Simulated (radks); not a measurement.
Q: The mean radii <r> (bohr) of the occupied orbitals of an atom or ion are listed with their occupations. Method: scalar-relativistic Kohn-Sham, LDA (Slater exchange, VWN5 correlation), spin-polarised, spherical densities, finite nucleus; Fermi nuclear charge, rms radius of each element as measured or else 0.836 A^(1/3) + 0.57 fm; computed with a radial shooting solver on a logarithmic mesh with Libxc functionals.

| orbital | occ. | <r> |
|---|---|---|
| 1s up | 1 | 0.2285 |
| 1s down | 1 | 0.2284 |
| 3d up | 2 | 2.252 |

Name the element and its charge. Open shells, if any, are filled with parallel spins first.

A: Z = 7, nitrogen, charge +3: N3+ in [He] 3d2. The 1s radius gives Z: for a bare nucleus <r> = (2 gamma + 1)/(2Z) with gamma = sqrt(1 - (Z/c)^2), 0.2141 bohr for Z = 7, and screening makes it slightly larger (0.2285 here). The occupations add up to 4, and the charge is Z minus that.
